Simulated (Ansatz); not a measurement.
`[NH2][In][O][SiH3]` radical. Charge 0, multiplicity 2. In: def2 effective core potential. The geometry is a stationary point of PBE0-D4/def2-TZVP. It is one conformer, not always the lowest.

```xyz
9

N    -1.316   -2.348   -0.992
In    0.452   -1.335   -0.603
O     0.043    0.488    0.129
Si    0.804    1.850    0.581
H    -1.178   -3.348   -1.098
H    -1.964   -2.214   -0.220
H     0.145    2.428    1.785
H     2.239    1.604    0.920
H     0.774    2.876   -0.502
```

**Question.** What is the dipole moment at B3LYP/def2-TZVPP? (An estimate is asked.)

**Answer.** Ansatz gave: 3.12 D, with components (0.54, -3.07, -0.15) D in this frame, pointing from negative to positive charge.

**Question.** And with PBE, r2SCAN, ωB97M-V? (An estimate is asked.)

**Answer.** The calculation gave: PBE 2.97 D, r2SCAN 3.09 D, ωB97M-V 3.15 D.

**Question.** Give the Mulliken charges with B3LYP, r2SCAN, ωB97M-V in def2-TZVPP. (Best estimate.)

**Answer.** Computed: 
```json
{"atom": "N1", "B3LYP": "-0.43", "r2SCAN": "-0.47", "ωB97M-V": "-0.43"}
{"atom": "In2", "B3LYP": "0.60", "r2SCAN": "0.61", "ωB97M-V": "0.64"}
{"atom": "O3", "B3LYP": "-0.55", "r2SCAN": "-0.58", "ωB97M-V": "-0.58"}
{"atom": "Si4", "B3LYP": "0.43", "r2SCAN": "0.46", "ωB97M-V": "0.34"}
{"atom": "H5", "B3LYP": "0.13", "r2SCAN": "0.14", "ωB97M-V": "0.11"}
{"atom": "H6", "B3LYP": "0.13", "r2SCAN": "0.15", "ωB97M-V": "0.11"}
{"atom": "H7", "B3LYP": "-0.10", "r2SCAN": "-0.10", "ωB97M-V": "-0.06"}
{"atom": "H8", "B3LYP": "-0.10", "r2SCAN": "-0.11", "ωB97M-V": "-0.07"}
{"atom": "H9", "B3LYP": "-0.10", "r2SCAN": "-0.11", "ωB97M-V": "-0.07"}
```

B3LYP here is the variant with VWN-RPA as its local correlation; programs differ in this.
